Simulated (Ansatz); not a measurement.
Ansatz results at the PBE0-D4/def2-TZVP geometry: HOMO–LUMO gap (PBE0/def2-TZVPP) 6.57 eV; size of the dipole moment (B3LYP/def2-TZVPP) 2.35 D; HOMO–LUMO gap (B3LYP/def2-TZVPP) 6.11 eV.

Each molecule was computed in one conformer, which needn't be the lowest.

(1) Which molecule gave them?
A. `CC(C)(C)[Se][Si](C)(C)C`
B. `C=C[Se][Si](F)(F)F`
C. `[CH3][Zn][Se]C(F)(F)F`
D. `C[Se]B(O)O`

## Answers

(1) B. The others give `CC(C)(C)[Se][Si](C)(C)C`: 6.47, 1.66, 6.04; `C[Se]B(O)O`: 6.76, 0.58, 6.23; `[CH3][Zn][Se]C(F)(F)F`: 6.29, 2.55, 5.78.

B3LYP here is the variant with VWN-RPA as its local correlation; programs differ in this.
